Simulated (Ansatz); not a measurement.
Steps of a relaxation of `CCOC(=O)CCCCl` with RKS PBE0-D4/def2-TZVP.

```sh
$ ansatz run in.yaml --threads 4 --pin off --events-out ev --progress --plain --max-ram 66560MiB --backend cuda --devices 0, --max-vram 37GiB
```

```yaml
crystal:
  periodic: [false, false, false]
  atoms:
    - {symbol: C, position_ang: [-2.134150, 0.394500, -2.405780]}
    - {symbol: C, position_ang: [-0.641880, 0.097830, -2.437410]}
    - {symbol: O, position_ang: [0.035690, 0.689660, -1.326180]}
    - {symbol: C, position_ang: [-0.029060, 0.046910, -0.157590]}
    - {symbol: O, position_ang: [-0.604400, -0.996860, 0.008590]}
    - {symbol: C, position_ang: [0.720630, 0.815480, 0.908950]}
    - {symbol: C, position_ang: [0.686550, 0.113070, 2.263740]}
    - {symbol: C, position_ang: [1.505150, -1.167260, 2.272770]}
    - {symbol: Cl, position_ang: [3.237200, -0.819870, 2.010150]}
    - {symbol: H, position_ang: [-2.603680, -0.005790, -3.299660]}
    - {symbol: H, position_ang: [-2.303750, 1.467870, -2.364840]}
    - {symbol: H, position_ang: [-2.586310, -0.069710, -1.532780]}
    - {symbol: H, position_ang: [-0.471190, -0.983630, -2.421500]}
    - {symbol: H, position_ang: [-0.170450, 0.536710, -3.318880]}
    - {symbol: H, position_ang: [1.751270, 0.946550, 0.573220]}
    - {symbol: H, position_ang: [0.271580, 1.807700, 0.979330]}
    - {symbol: H, position_ang: [1.060660, 0.791700, 3.031850]}
    - {symbol: H, position_ang: [-0.344490, -0.154280, 2.504760]}
    - {symbol: H, position_ang: [1.187800, -1.837810, 1.476020]}
    - {symbol: H, position_ang: [1.432850, -1.672770, 3.235260]}
basis:
  gaussian: {orbitals: def2-TZVP}
hamiltonian: {xc: pbe0, dispersion: d4}
relax: {f_tol: 0.005, max_steps: 150}
```

Positions (Å) and forces (eV/Å) along the path, 6 of 14 steps:

```xyz
20
step=1 energy=-23007.6126 eV
C    -2.134    0.395   -2.406    0.535   -0.041    0.139
C    -0.642    0.098   -2.437   -0.389   -0.157   -0.013
O     0.036    0.690   -1.326    0.034    0.096    0.000
C    -0.029    0.047   -0.158    0.165    0.195    0.103
O    -0.604   -0.997    0.009   -0.031   -0.001   -0.037
C     0.721    0.815    0.909   -0.269   -0.370    0.203
C     0.687    0.113    2.264    0.206   -0.113   -0.432
C     1.505   -1.167    2.273   -0.181    0.204    0.102
Cl    3.237   -0.820    2.010    0.130   -0.053    0.004
H    -2.604   -0.006   -3.300   -0.110   -0.049   -0.153
H    -2.304    1.468   -2.365   -0.065    0.140   -0.040
H    -2.586   -0.070   -1.533   -0.089   -0.050    0.053
H    -0.471   -0.984   -2.421    0.044    0.115   -0.049
H    -0.170    0.537   -3.319    0.013   -0.053    0.064
H     1.751    0.947    0.573    0.009    0.104   -0.040
H     0.272    1.808    0.979    0.032    0.076   -0.063
H     1.061    0.792    3.032   -0.024   -0.002    0.055
H    -0.344   -0.154    2.505   -0.046    0.004    0.072
H     1.188   -1.838    1.476    0.023   -0.021    0.078
H     1.433   -1.673    3.235    0.012   -0.023   -0.046
20
step=3 energy=-23007.6315 eV
C    -2.134    0.410   -2.421   -0.003    0.006    0.011
C    -0.658    0.097   -2.434   -0.009   -0.010   -0.047
O     0.022    0.700   -1.327    0.016    0.015    0.017
C    -0.032    0.047   -0.163   -0.017    0.017    0.018
O    -0.604   -1.001   -0.008    0.000   -0.021   -0.002
C     0.705    0.802    0.909    0.021   -0.007   -0.026
C     0.701    0.098    2.251   -0.002    0.016    0.022
C     1.527   -1.167    2.295   -0.023   -0.044   -0.001
Cl    3.266   -0.840    2.023    0.019    0.006   -0.009
H    -2.603    0.004   -3.320   -0.001    0.005    0.010
H    -2.300    1.490   -2.407   -0.003   -0.015   -0.002
H    -2.616   -0.037   -1.551   -0.003    0.012   -0.013
H    -0.484   -0.980   -2.413   -0.001   -0.007    0.013
H    -0.171    0.520   -3.314    0.009    0.000   -0.008
H     1.727    0.977    0.560   -0.010    0.011    0.007
H     0.244    1.790    0.986   -0.004    0.006   -0.001
H     1.061    0.788    3.019   -0.005   -0.002    0.005
H    -0.324   -0.181    2.515   -0.002    0.006    0.000
H     1.215   -1.873    1.529    0.009    0.006    0.003
H     1.457   -1.645    3.271    0.008    0.001    0.003
20
step=6 energy=-23007.6326 eV
C    -2.126    0.428   -2.440   -0.009    0.005   -0.008
C    -0.658    0.080   -2.427    0.022    0.002    0.019
O     0.017    0.692   -1.318   -0.011   -0.012   -0.010
C    -0.041    0.043   -0.152    0.002   -0.007   -0.017
O    -0.606   -1.009    0.004   -0.005    0.009    0.008
C     0.685    0.805    0.922    0.002    0.019    0.010
C     0.703    0.092    2.261    0.002   -0.008   -0.006
C     1.540   -1.168    2.286    0.017    0.019    0.005
Cl    3.271   -0.825    1.970   -0.018   -0.003    0.005
H    -2.597    0.009   -3.333    0.002   -0.003   -0.002
H    -2.269    1.511   -2.458    0.006   -0.001    0.001
H    -2.631    0.018   -1.565    0.008   -0.002    0.002
H    -0.509   -1.000   -2.377   -0.006    0.014   -0.007
H    -0.147    0.473   -3.307   -0.008   -0.006    0.012
H     1.700    1.008    0.571   -0.001   -0.005   -0.001
H     0.203    1.783    1.009   -0.005   -0.015    0.004
H     1.064    0.779    3.030    0.005    0.001   -0.004
H    -0.318   -0.196    2.534    0.005   -0.005   -0.002
H     1.218   -1.877    1.527   -0.004   -0.004   -0.002
H     1.500   -1.645    3.264   -0.002    0.002   -0.008
20
step=8 energy=-23007.6332 eV
C    -2.116    0.446   -2.462    0.006    0.002    0.018
C    -0.657    0.060   -2.417   -0.005    0.001   -0.001
O     0.012    0.677   -1.308    0.005   -0.011   -0.008
C    -0.060    0.039   -0.136    0.003    0.007    0.000
O    -0.636   -1.006    0.027   -0.007    0.003    0.001
C     0.662    0.808    0.937    0.004   -0.001    0.003
C     0.708    0.085    2.269    0.003    0.000   -0.007
C     1.558   -1.165    2.272    0.018    0.007    0.002
Cl    3.279   -0.806    1.926   -0.022   -0.002    0.004
H    -2.584    0.017   -3.351    0.000    0.001    0.000
H    -2.230    1.532   -2.505    0.002   -0.019    0.001
H    -2.642    0.068   -1.584    0.008    0.007   -0.019
H    -0.537   -1.022   -2.344   -0.001    0.016   -0.005
H    -0.121    0.423   -3.296   -0.010   -0.006    0.014
H     1.669    1.035    0.576   -0.010    0.003    0.002
H     0.157    1.774    1.037    0.003   -0.007    0.000
H     1.075    0.771    3.037   -0.001    0.001    0.002
H    -0.305   -0.215    2.556    0.005    0.000    0.000
H     1.227   -1.874    1.515    0.001   -0.003    0.001
H     1.540   -1.648    3.248   -0.002    0.000   -0.008
20
step=10 energy=-23007.6335 eV
C    -2.102    0.456   -2.471    0.010    0.005    0.016
C    -0.652    0.041   -2.410   -0.013   -0.011   -0.019
O     0.023    0.656   -1.304   -0.012    0.001    0.014
C    -0.082    0.043   -0.121    0.033   -0.021   -0.013
O    -0.683   -0.986    0.052   -0.010    0.017   -0.003
C     0.643    0.813    0.948   -0.003    0.015    0.003
C     0.711    0.082    2.274    0.004   -0.002   -0.005
C     1.571   -1.163    2.255   -0.007   -0.004    0.008
Cl    3.285   -0.789    1.894   -0.007    0.003    0.000
H    -2.571    0.028   -3.361    0.001    0.000    0.001
H    -2.193    1.543   -2.526    0.002   -0.017    0.001
H    -2.645    0.097   -1.595    0.010    0.006   -0.016
H    -0.556   -1.043   -2.323    0.000    0.017   -0.001
H    -0.103    0.381   -3.289   -0.010   -0.004    0.017
H     1.642    1.060    0.579   -0.012   -0.003    0.003
H     0.122    1.770    1.062    0.005   -0.007    0.001
H     1.083    0.764    3.043    0.000    0.000   -0.002
H    -0.296   -0.229    2.571    0.007   -0.001   -0.003
H     1.237   -1.867    1.496    0.000    0.002    0.000
H     1.566   -1.656    3.226    0.001    0.004   -0.006
20
step=14 energy=-23007.6337 eV
C    -2.101    0.454   -2.468    0.001    0.000    0.000
C    -0.651    0.040   -2.410   -0.001    0.000   -0.001
O     0.026    0.655   -1.305    0.000   -0.001    0.002
C    -0.081    0.044   -0.122    0.000    0.001   -0.002
O    -0.687   -0.982    0.052    0.000    0.000    0.000
C     0.643    0.814    0.948    0.000    0.000    0.000
C     0.711    0.082    2.273    0.000    0.000    0.000
C     1.569   -1.163    2.254    0.000    0.000    0.000
Cl    3.283   -0.789    1.892    0.000    0.000    0.000
H    -2.571    0.027   -3.357    0.000    0.000    0.000
H    -2.193    1.540   -2.521    0.000    0.000    0.000
H    -2.641    0.094   -1.592    0.000    0.000    0.000
H    -0.553   -1.043   -2.325    0.000   -0.001    0.000
H    -0.104    0.382   -3.289    0.001    0.000    0.000
H     1.642    1.062    0.580    0.000    0.000    0.000
H     0.122    1.770    1.062    0.000    0.000    0.000
H     1.083    0.764    3.042    0.000    0.000    0.000
H    -0.296   -0.228    2.569    0.000    0.000    0.000
H     1.234   -1.867    1.494    0.000    0.000    0.000
H     1.564   -1.656    3.224    0.000    0.000    0.000
```

Hardware: 4 threads of an AMD EPYC 7R13 on a shared host and a share of an NVIDIA H100 80 GB. Wall time 33 s, peak host memory 0.99 GiB.
